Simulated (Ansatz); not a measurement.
Computed with Ansatz on PBE0-D4/def2-TZVP structures; ΔE is electronic, products minus reactants. CBS: MP2 limit from def2 TZ/QZ plus the TZ coupled-cluster correction, frozen cores. DFT in def2-TZVPP. Each species was taken in one conformer, which may not be the lowest.

Consider the redistribution: `N[Si](N)(N)F` + `N[SiH](O)Cl` → `N[Si](N)(O)F` + `N[SiH](N)Cl`.

`N[Si](N)(N)F`:

Z-matrix (Å, degrees):
```
Si
N 1 1.698
N 1 1.698 2 110.6
N 1 1.699 2 110.1 3 122.4
F 1 1.608 2 108.6 3 -118.7
H 2 1.004 1 120.4 3 -120.3
H 2 1.005 1 123.3 3 82.1
H 3 1.005 1 123.2 2 -153.9
H 3 1.004 1 120.4 2 3.1
H 4 1.005 1 123.1 2 82.0
H 4 1.004 1 120.2 2 -122.1
```

`N[SiH](O)Cl`:

Cartesian coordinates in Å:
```
N 0.334 -1.153 0.123
Si 0.065 0.523 0.212
O -0.283 1.143 -1.256
Cl -1.491 0.723 1.544
H 0.084 -1.756 0.889
H 1.075 -1.536 -0.441
H 1.174 1.365 0.696
H -0.958 0.691 -1.767
```

`N[Si](N)(O)F`:

```xyz
10

N    -1.260    0.831   -0.393
Si   -0.055   -0.133    0.282
N     1.446    0.338   -0.348
O    -0.591   -1.661    0.035
F     0.173   -0.005    1.865
H    -1.138    1.819   -0.526
H    -2.222    0.542   -0.412
H     2.287    0.267    0.199
H     1.628    0.336   -1.337
H    -0.268   -2.334    0.635
```

`N[SiH](N)Cl`:

Z-matrix (Å, degrees):
```
Si
N 1 1.697
Cl 1 2.073 2 116.7
N 1 1.699 2 107.9 3 116.3
H 1 1.482 2 105.8 3 -115.6
H 2 1.007 1 120.2 3 82.6
H 2 1.008 1 120.5 3 -65.1
H 4 1.005 1 121.2 2 -154.5
H 4 1.006 1 120.9 2 52.5
```

| level | ΔE (kJ/mol) |
| --- | --- |
| r2SCAN | -12.8 |
| r2SCANh | -12.9 |
| CAM-B3LYP | -11.0 |
| HF/def2-QZVPP | -13.3 |

What does CCSD(T)/CBS give? (Best estimate.)

Computed: -12.0 kJ/mol. The listed levels differ from it by -0.8, -0.9, 1.0, -1.3 kJ/mol.

What do rigid-rotor, harmonic-oscillator terms from PBE0-D4/def2-TZVP frequencies (298.15 K, 1 bar) make of the CCSD(T)/CBS value? (An estimate is asked.)

Ansatz gave: ΔZPE = +3.8 kJ/mol, ΔH = -10.6 kJ/mol, ΔS = -25 J/(mol·K), ΔG = -3.2 kJ/mol. Modes under 50 cm⁻¹ make the entropy rough.

Largest T1 diagnostic among the species: 0.010.

At CCSD(T), def2-SVP lies −3.3 kJ/mol from the extrapolated value and def2-TZVPP −0.8 kJ/mol. Leaving LDA and LC-ωPBE aside and taking each functional with its dispersion term where it has one, the values, not all of them listed here, spread over 3.3 kJ/mol, from B97M-V to BLYP-D4.
